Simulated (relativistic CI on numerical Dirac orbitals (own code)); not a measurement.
# What each ingredient does to the levels of Br34+

Base calculation: Dirac-Coulomb-Breit CI, orbitals from a KLI potential per configuration, model QED.

CI space: 1s, 2s, 2p, 3s, 3p, 3d, 4s, 4p, 4d, 4f, 5s, 5p, 5d, 5f, 5g, 6s, 6p, 6d. Levels of other configurations are missing.

Variants: (1) QED terms removed; (2) non-relativistic limit. Shifts of the energy above 1s ²S1/2, in eV, for the lowest level and the first level of each name with at least 55 % of one term (blank where a level changes its place among those of its configuration and J or its character, or is not in the variant):

| Level | Base | Δ(1) | Δ(2) |
| --- | --- | --- | --- |
| 1s ²S1/2 | 0.0 | 0.0 | 0.0 |
| 2p ²P°1/2 | 12682.5 | +10.5 | -182.5 |
| 2s ²S1/2 | 12684.1 | +8.9 | -184.1 |
| 2p ²P°3/2 | 12753.5 | +10.4 | -253.5 |
| 3p ²P°1/2 | 15054.1 | +10.5 | -239.3 |
| 3s ²S1/2 | 15054.6 | +10.0 | -239.8 |
| 3d ²D3/2 | 15075.1 | +10.5 | -260.3 |
| 3p ²P°3/2 | 15075.2 | +10.5 | -260.3 |
| 3d ²D5/2 | 15081.9 | +10.5 | -267.1 |
| 4p ²P°1/2 | 15881.3 | +10.5 | -256.3 |
| 4s ²S1/2 | 15881.5 | +10.3 | -256.4 |
| 4d ²D3/2 | 15890.1 | +10.5 | -265.1 |
| 4p ²P°3/2 | 15890.1 | +10.5 | -265.1 |
| 4f ²F°5/2 | 15893.0 | +10.5 | -268.0 |
| 4d ²D5/2 | 15893.0 | +10.5 | -268.0 |
| 4f ²F°7/2 | 15894.4 | +10.5 | -269.4 |
| 5p ²P°1/2 | 16262.9 | +10.5 | -262.9 |
| 5s ²S1/2 | 16263.0 | +10.4 | -263.0 |
| 5d ²D3/2 | 16267.4 | +10.5 | -267.4 |
| 5p ²P°3/2 | 16267.4 | +10.5 | -267.4 |
| 5f ²F°5/2 | 16268.9 | +10.5 | -268.9 |
| 5d ²D5/2 | 16268.9 | +10.5 | -268.9 |
